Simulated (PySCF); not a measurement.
From computed data to an observable: chemical shift, span and skew from a shielding tensor

Ge(H)3(Et) (C2H8Ge), SMILES C[CH2][GeH3]. Atoms are numbered in the order given.

```xyz
11

Ge    -0.0583    -0.7789     0.0000
C      0.6938     1.0464     0.0000
C     -0.3710     2.1463     0.0000
H      1.0675    -1.8363     0.0000
H     -0.9388    -0.9887    -1.2530
H     -0.9388    -0.9887     1.2530
H      1.3486     1.1344     0.8830
H      1.3486     1.1344    -0.8830
H     -1.0217     2.0811    -0.8875
H     -1.0217     2.0811     0.8875
H      0.0843     3.1506     0.0000
```
Charge 0, spin multiplicity 1.

Geometry: B3LYP-D3(BJ)/def2-SVP.

GIAO shieldings from PBE/pcSseg-1 (PySCF), non-relativistic, no solvent. The symmetric part of the tensor of C3 has the principal values 156.4, 158.4, 183.1 ppm. The same nucleus in TMS has σ = 182.0 ppm at this level (PySCF, at its B3LYP-D3(BJ)/def2-TZVP geometry).

Question: Work out the isotropic shielding, the ¹³C shift against TMS, the span and the skew.

Answer: 
σ(iso) = (σ11 + σ22 + σ33)/3 = 166.0 ppm. δ = σ(ref) − σ(iso) = 182.0 − (166.0) = 16.0 ppm.
Span Ω = σ33 − σ11 = 26.7 ppm. Skew κ = 3(σ(iso) − σ22)/Ω = 0.85. Tumbling in solution averages the tensor to δ; in a static solid the shielding alone would spread this spin-1/2 line over Ω.
